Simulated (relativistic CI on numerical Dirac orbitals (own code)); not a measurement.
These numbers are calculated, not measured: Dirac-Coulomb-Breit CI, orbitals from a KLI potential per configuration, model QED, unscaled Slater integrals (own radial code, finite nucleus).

The strongest absorption lines from the ground level of an ion, among the configurations computed and to levels below about 271 eV (vacuum wavelength in Å, gf): 75.450 (0.0094), 78.270 (0.029), 79.276 (0.00024), 99.881 (0.23), 105.10 (0.38), 153.59 (6.7), 194.24 (0.14), 221.89 (0.0022).

Question: Which ion is it?
A. Ag X
B. In XIV
C. Sb XVI
D. Ag XII

Answer: D. Ag XII has 36 electrons and the ground level 4s2 4p6 1S_0; the strongest line goes to 4s2 4p5 4d 1P°_1. The pattern of lines fixes the number of electrons, and along that sequence the line energies rise steadily with the charge (about as its square where n changes within one kind of shell, about linearly where n is kept but much faster in heavy ions where fine structure, which grows about as Z⁴, sets the gap, and irregularly where shells cross), which fixes Z. Configurations outside the model, such as inner-shell arrays, can give stronger lines. At this charge energies of transitions that change n are usually good to better than 1 %, and those within a shell (Δn = 0) to a few per cent.

LS names give the leading component of a level, which can be under half, so a name can repeat, a term be missing and a line seem to break the LS rules.
